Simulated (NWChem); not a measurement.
System: CrNH$_{2}$SOCl; SMILES [NH2][Cr](=[O])(=[S])[Cl]

Here is an NWChem input.

```
start job
memory heap 200 mb stack 900 mb global 1100 mb
geometry units angstroms noautoz
  Cr    -0.292955     0.090559     0.065825
  O     -1.100733     0.115994     1.358168
  S      1.016835     1.565333     0.001498
  Cl     0.737565    -1.782728    -0.083963
  N     -1.404749     0.271650    -1.279331
  H     -2.399928     0.091237    -1.164382
  H     -1.173136     0.705004    -2.169582
end
basis spherical
  * library def2-svp
end
dft
  xc b3lyp
  iterations 150
  mulliken
end
task dft energy
```

Excerpt of the output:

```
             Northwest Computational Chemistry Package (NWChem) 7.3.0
             --------------------------------------------------------

 C1  symmetry detected

                             Geometry "geometry" -> ""
                             -------------------------

 Output coordinates in angstroms (scale by  1.889725989 to convert to a.u.)

  No.       Tag          Charge          X              Y              Z
 ---- ---------------- ---------- -------------- -------------- --------------
    1 Cr                  24.0000    -0.27525832     0.10113649     0.10094367
    2 O                    8.0000    -0.98856717     0.18848961     1.44513956
    3 S                   16.0000     1.11129997     1.49440540    -0.07485163
    4 Cl                  17.0000     0.63053998    -1.83176357    -0.09151125
    5 N                    7.0000    -1.46510307     0.33384049    -1.16730033
    6 H                    1.0000    -2.45879030     0.21433344    -0.98170100
    7 H                    1.0000    -1.27073022     0.74308481    -2.07764389

 Effective nuclear repulsion energy (a.u.)     491.6445987659

                                 NWChem DFT Module
                                 -----------------

 Summary of "ao basis" -> "ao basis" (spherical)
 ------------------------------------------------------------------------------
       Tag                 Description            Shells   Functions and Types
 ---------------- ------------------------------  ------  ---------------------
 Cr                         def2-svp                11       31   5s3p2d1f
 O                          def2-svp                 6       14   3s2p1d
 S                          def2-svp                 8       18   4s3p1d
 Cl                         def2-svp                 8       18   4s3p1d
 N                          def2-svp                 6       14   3s2p1d
 H                          def2-svp                 3        5   2s1p

            General Information
            -------------------
          SCF calculation type: DFT
          Wavefunction type:  closed shell.
          No. of atoms     :     7
          No. of electrons :    74
           Alpha electrons :    37
            Beta electrons :    37
          Charge           :     0
          Spin multiplicity:     1
          Use of symmetry is: off; symmetry adaption is: off
          Maximum number of iterations: 150
          AO basis - number of functions:   105
                     number of shells:    45
          Convergence on energy requested:  1.00D-06
          Convergence on density requested:  1.00D-05
          Convergence on gradient requested:  5.00D-04

              XC Information
              --------------
                         B3LYP Method XC Potential
                     Hartree-Fock (Exact) Exchange  0.200
                        Slater Exchange Functional  0.800 local
                    Becke 1988 Exchange Functional  0.720 non-local
              Lee-Yang-Parr Correlation Functional  0.810
                  VWN I RPA Correlation Functional  0.190 local

             Grid Information
             ----------------
          Grid used for XC integration:  medium
          Radial quadrature: Mura-Knowles
          Angular quadrature: Lebedev.
          Tag              B.-S. Rad. Rad. Pts. Rad. Cut. Ang. Pts.
          ---              ---------- --------- --------- ---------
          Cr                  1.40      112           9.0       590
          O                   0.60       49          10.0       434
          S                   1.00       88          11.0       590
          Cl                  1.00       88          10.0       590
          N                   0.65       49           9.0       434
          H                   0.35       45          10.0       434
          Grid pruning is: on
          Number of quadrature shells:   476
          Spatial weights used:  Erf1

      Superposition of Atomic Density Guess
      -------------------------------------

 Sum of atomic energies:       -2029.63736190

      Non-variational initial energy
      ------------------------------

 Total energy =   -2030.250742
 1-e energy   =   -3775.110153
 2-e energy   =    1253.214813
 HOMO         =      -0.341231
 LUMO         =      -0.085669

     ---------------------------------------------
      Total Density - Mulliken Population Analysis
     ---------------------------------------------

    Atom       Charge   Shell Charges
 -----------   ------   -------------------------------------------------------
    1 Cr  24    21.36   2.00  2.00  2.01  0.30  0.01  6.00  6.02  0.55  1.49  0.97  0.01
    2 O    8     9.11   1.99  1.17  0.78  3.20  1.96  0.01
    3 S   16    16.79   2.00  1.99  1.24  0.66  5.94  1.97  2.96  0.02
    4 Cl  17    17.45   2.00  1.99  1.23  0.70  5.94  2.20  3.37  0.01
    5 N    7     7.81   1.99  1.04  0.48  2.62  1.68  0.01
    6 H    1     0.74   0.58  0.12  0.04
    7 H    1     0.74   0.58  0.12  0.04

[...]
```

Level: B3LYP/def2-SVP. The geometry was optimised at PBE0/def2-SVP. No frequency run checked for a minimum. B3LYP is NWChem's, with the RPA form of VWN correlation.
